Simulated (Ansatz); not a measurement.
The same path of ClFSi + ClH (5 atoms, charge 0, multiplicity 1) was run twice with different band settings. Lost on the way: Si1–F2, H3–Cl5. Made: Si1–Cl5, F2–H3.

Computed with Ansatz, RKS PBE0-D4/def2-SVP.

Relaxed end points:

```xyz
5
Properties=species:S:1:pos:R:3
Si 1.080 0.579 0.077
F 0.906 0.815 -1.528
H -0.603 -2.246 0.597
Cl -0.098 2.156 0.813
Cl -1.285 -1.304 0.041
```

```xyz
5
Properties=species:S:1:pos:R:3
Si 0.829 0.310 0.832
F 0.483 -0.349 -1.356
H -0.236 -0.895 -1.090
Cl -0.291 2.058 0.558
Cl -0.785 -1.124 1.056
```

Common settings: spring 5.0 eV/Å²; optimiser quadratic models (default); start path through a guess of the saddle point; force threshold 0.03 eV/Å; iteration limit 60; end points relaxed.

| run | movable images | climbing image |
| --- | --- | --- |
| 1 | 7 | yes |
| 2 | 2 | no |

Problem. What does each run give, and how far can it be trusted?

Solution. Run 1: converged after 16 iterations, highest image 0.406 eV above the first end. A structure lower than the first end lies on the path between it and the top, so the climb from that side starts below the end, which may itself be a saddle point or a shallow side well. A vibrational analysis at the climbing image gives one clearly imaginary mode, 590i cm⁻¹: a first-order saddle point.
Run 2: converged after 15 iterations, highest image 0.152 eV above the first end. The highest image is an end point: on this band no image between the ends rises above it. Inner images lie up to 0.029 eV below the lower end, so the ends aren't the lowest states on this path. So few images can step over the top or miss a turn of the path.
The orbitals stay closed-shell, which can raise the energy where a bond breaks towards radicals; this wasn't checked here.
